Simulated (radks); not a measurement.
Results of a calculation; reference values are marked as such.
Sn XIX, 32 electrons, occupied as [Ar] 3d10 4s2 4p2 (the NIST ground configuration).

Code: a radial shooting solver on a logarithmic mesh with Libxc functionals. Model: scalar-relativistic Kohn-Sham, PBE, spin-polarised, spherical densities, finite nucleus; open shells are filled with parallel spins first (spin-orbit coupling, left out, can overturn this in heavy ions); Fermi nuclear charge, rms radius 4.6519 fm.

Energy parts (eV):
part                       energy
total                 -164535.398
kinetic                171945.310
electron-nucleus      -381969.563
Hartree                 49520.845
exchange-correlation    -4031.990

Orbitals (lengths in bohr, moments of r in powers of bohr):
orbital  occ.  eigenvalue (eV)      <r>
1s up       1        -29503.43  0.02906
1s down     1        -29502.61  0.02906
2s up       1        -4864.042   0.1254
2s down     1        -4863.581   0.1254
2p up       3        -4417.714   0.1095
2p down     3        -4416.961   0.1095
3s up       1        -1307.010   0.3362
3s down     1        -1306.083   0.3361
3p up       3        -1160.835   0.3336
3p down     3        -1159.785   0.3334
3d up       5        -938.0084   0.3085
3d down     5        -936.9788   0.3082
4s up       1        -539.7142   0.7281
4s down     1        -533.7385   0.7280
4p up       2        -488.6440   0.7533
4p down     0        -482.7045   0.7539

The highest occupied level is 4p up at -488.64 eV. The spin density at the nucleus is -4.649 e/bohr^3 (1s -3.099, 2s 0.696, 3s -0.013, 4s -2.233). The density falls to 0.001 e/bohr^3 at r = 1.66 bohr. Summed over all electrons, <r^2> = 4.749 bohr^2, which gives a Langevin (diamagnetic) susceptibility term of -3.76 x 10^-6 cm^3/mol. The electron density at the nucleus is 1.969e+05 e/bohr^3 (large components only). Spin moment in Bohr magnetons: 2. For comparison, the ionisation energy in NIST's Atomic Spectra Database is 506 eV (theoretical). In exact Kohn-Sham theory the highest level is minus the ionisation energy, but local and semilocal functionals leave it too shallow, through self-interaction and a potential that decays too fast; potentials with the right tail come closer.
